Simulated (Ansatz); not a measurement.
A nudged elastic band was laid between two geometries of AlClH6N2 (10 atoms, charge 0, multiplicity 1).

These are results of RKS PBE/def2-SVP (Ansatz 0.2.0), not measurements.

```
movable images  : 7
climbing image  : yes
spring          : 5.0 eV/Å²
optimiser       : quadratic models (default)
start path      : through a guess of the saddle point
force threshold : 0.05 eV/Å
iteration limit : 60
end points      : relaxed
```

Initial state:

```xyz
10
Properties=species:S:1:pos:R:3
Al -0.070 0.037 0.192
H -0.191 -0.892 1.493
Cl 1.845 0.118 -0.837
N -1.542 0.238 -0.862
H -2.340 -0.392 -0.735
H -1.445 0.415 -1.867
N 0.042 1.946 0.989
H 0.888 2.429 0.653
H -0.785 2.437 0.614
H 0.020 2.008 2.016
```

Final state:

```xyz
10
Properties=species:S:1:pos:R:3
Al -0.011 0.667 -0.694
H -0.074 0.397 3.402
Cl 1.786 -0.295 -1.278
N -1.545 0.093 -1.378
H -1.620 -0.707 -2.010
H -2.470 0.490 -1.202
N 0.096 2.015 0.466
H 0.977 2.388 0.824
H -0.687 2.566 0.822
H -0.033 0.730 2.706
```

Q: Which bonds break or form, and what moves?

A: Bonds broken: Al1–H2, N7–H10. Bonds formed: H2–H10. AlClH6N2 becomes AlClH4N2 + H2.

Q: What energy profile does the band end with?

A: It converged. The highest image is number 4 of 0 to 8, 1.25 eV above the first end and 0.59 eV above the last; the last end lies 0.66 eV above the first. A vibrational analysis at the climbing image gives one clearly imaginary mode, 1013i cm⁻¹: a first-order saddle point. The orbitals stay closed-shell, which can raise the energy where a bond breaks towards radicals; this wasn't checked here.

```csv
image,path coordinate (Å),energy (eV),Al1–H2 (Å),N7–H10 (Å),H2–H10 (Å)
0,0.00,0.00,1.60,1.03,2.95
1,0.90,0.06,1.60,1.03,2.91
2,1.80,0.17,1.60,1.03,2.83
3,2.71,0.29,1.63,1.03,2.08
4,3.61,1.25,1.84,1.42,1.02
5,4.38,0.76,2.41,2.20,0.78
6,5.15,0.68,3.17,2.59,0.77
7,5.92,0.67,3.68,2.60,0.77
8,6.69,0.66,4.10,2.59,0.77
```

Q: What is the geometry of the highest image?

A: 
```xyz
10
Properties=species:S:1:pos:R:3
Al -0.056 0.381 -0.017
H -0.267 0.050 1.775
Cl 1.796 -0.534 -0.538
N -1.497 0.085 -1.031
H -1.632 -0.775 -1.566
H -2.388 0.578 -0.944
N 0.123 2.110 0.771
H 1.049 2.552 0.835
H -0.591 2.844 0.680
H -0.115 1.055 1.692
```

Q: What are the harmonic wavenumbers there?

A: 1013i, 128, 149, 198, 245, 268, 305, 465, 475, 584, 602, 655, 737, 826, 908, 1413, 1450, 1476, 1752, 1792, 3433, 3505, 3534, 3594 cm⁻¹.

The band took 20 iterations and roughly 7 core-minutes.

The run took 3.7 min on 2 threads of AMD EPYC 7R43 64-Core Processor (Zen 3) (shared host), peak memory 0.15 GiB.
